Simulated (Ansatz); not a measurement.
Reaction: SiH2SCl (SMILES [SiH](Cl)S, doublet) → SiH2SCl (SMILES [S][SiH2]Cl, doublet)
Each species at its own B3LYP-D3(BJ)/def2-TZVP minimum (Ansatz, a first-principles code), one conformer.

Total energies in hartree (Ansatz). UHF or UKS for unpaired electrons; spin-orbit terms are left out. Correlated methods leave the cores frozen. No relativity.

```csv
species,HF/cc-pV(T+d)Z,CCSD(T)/cc-pV(T+d)Z,HF/cc-pV(Q+d)Z,CCSD(T)/cc-pV(Q+d)Z,CCSD(T)/cc-pV(D+d)Z,CCSDT(Q)/cc-pV(D+d)Z
"1: SiH2SCl (SMILES S[SiH]Cl, doublet)",-1147.22880,-1147.76171,-1147.23926,-1147.81523,-1147.58762,-1147.58975
"2: SiH2SCl (SMILES [S][SiH2]Cl, doublet)",-1147.24329,-1147.76533,-1147.25392,-1147.81841,-1147.59300,-1147.59497
```

Task: Work out the isomerisation energy (electronic) in kcal/mol: take Hartree-Fock from cc-pV(Q+d)Z, extrapolate the CCSD(T) correlation energy as X^-3 (X = 3, 4), and add CCSDT(Q) - CCSD(T) in cc-pV(D+d)Z. 1 hartree = 627.51 kcal/mol.

Result: 
Species 1: correlation (64·(-0.57597) - 27·(-0.53291))/37 = -0.60739; step -0.00213; E1 = -1147.23926 + (-0.60739) + (-0.00213) = -1147.84878
Species 2: correlation (64·(-0.56449) - 27·(-0.52204))/37 = -0.59547; step -0.00197; E2 = -1147.25392 + (-0.59547) + (-0.00197) = -1147.85136
-1·E1 +1·E2 = -0.00258 hartree = -1.6 kcal/mol.
